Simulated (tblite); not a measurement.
Compound: C₇H₇NSi.
InChI=1S/C7H7NSi/c1-6-7(5-9-6)3-2-4-8/h5-6H,9H2,1H3/t6-/m1/s1

Calculated harmonic vibrations of the isolated species, GFN2-xTB (tblite), most abundant isotopes, no scaling. This tight-binding method is rough: wavenumbers can miss measured ones by several per cent, in bad cases by 10 to 20. Modes of hydrogen on silicon can be 10 to 20 % off.

Harmonic wavenumbers (cm⁻¹): 54.9, 63.1, 131.7, 164.7, 200.5, 218.0, 243.1, 313.7, 375.5, 443.4, 451.6, 475.0, 487.9, 493.8, 599.1, 604.6, 650.4, 708.7, 761.0, 781.0, 810.4, 932.7, 998.3, 1066.1, 1124.2, 1146.1, 1166.1, 1272.6, 1291.2, 1412.6, 1500.3, 1506.6, 1578.0, 2247.8, 2283.8, 2291.1, 2333.2, 2942.0, 3003.1, 3022.4, 3030.1, 3078.6.

A = 4048, B = 592.2, C = 530.8 MHz; mass 133.035 u (most abundant isotopes); point group C1, symmetry number 1.

Problem. What is the zero-point energy?

Solution. ½Σν̃ = 24129 cm⁻¹ = 68.99 kcal/mol.

Problem. Give the ideal-gas entropy at 298.15 K and 1 bar in the rigid-rotor, harmonic-oscillator model (classical rotation).

Solution. Translation 40.60, rotation 29.91, vibration 29.16: S = 99.7 cal/(mol K).

Problem. And Cp and H(298.15 K) − H(0)?

Solution. Cp = 39.22 cal/(mol K), of which vibrations give 31.27 (their classical limit is 42 R = 83.5); H(298.15 K) − H(0) = 7.09 kcal/mol without the zero-point energy, 4.72 from vibrations.

Problem. Which modes carry the vibrational entropy at 298.15 K?

Solution. 54.9 cm⁻¹: 4.63; 63.1 cm⁻¹: 4.36; 131.7 cm⁻¹: 2.92; 164.7 cm⁻¹: 2.50; 200.5 cm⁻¹: 2.13; 218.0 cm⁻¹: 1.98 cal/(mol K); the other 36 give 10.65 together.

Problem. How do the functions run with temperature in this model?

Solution. 
```json
{"T (K)": "150", "S (cal/(mol K))": "78.2", "Cp (cal/(mol K))": "24.3", "H − H(0) (kcal/mol)": "2.34", "G − H(0) (kcal/mol)": "-9.39", "ln q(vib)": "2.78"}
{"T (K)": "250", "S (cal/(mol K))": "93.2", "Cp (cal/(mol K))": "34.8", "H − H(0) (kcal/mol)": "5.31", "G − H(0) (kcal/mol)": "-17.98", "ln q(vib)": "5.42"}
{"T (K)": "400", "S (cal/(mol K))": "112.4", "Cp (cal/(mol K))": "47.2", "H − H(0) (kcal/mol)": "11.51", "G − H(0) (kcal/mol)": "-33.44", "ln q(vib)": "9.41"}
{"T (K)": "600", "S (cal/(mol K))": "133.8", "Cp (cal/(mol K))": "58.7", "H − H(0) (kcal/mol)": "22.19", "G − H(0) (kcal/mol)": "-58.12", "ln q(vib)": "14.47"}
{"T (K)": "900", "S (cal/(mol K))": "159.9", "Cp (cal/(mol K))": "69.7", "H − H(0) (kcal/mol)": "41.59", "G − H(0) (kcal/mol)": "-102.34", "ln q(vib)": "21.32"}
```

q(vib) and H(0) count from the zero-point level.

Problem. What must be added to the electronic energy to get the Gibbs energy at 298.15 K and 1 bar?

Solution. ZPE + [H(298.15 K) − H(0)] − T·S = 68.99 + 7.09 − 29.72 = 46.36 kcal/mol.

Problem. Blend soft modes into free rotors: weight 1/[1 + (100 cm⁻¹/ν̃)⁴] for the oscillator and the rest for a rotor with moment μB/(μ + B), μ = h/(8π²ν), B = 10⁻⁴⁴ kg m². What vibrational entropy results?

Solution. 27.10 cal/(mol K) in place of 29.16, which changes −T·S at 298.15 K by +0.61 kcal/mol.

Hindered rotation and anharmonicity are outside this model. The structure is chiral; the term R ln 2 for an equal mix with its mirror image is left out.

On an Arm Neoverse N1 with one thread, on a shared host, this took 0.99 s wall. This covers the Hessian and the dipole derivatives.
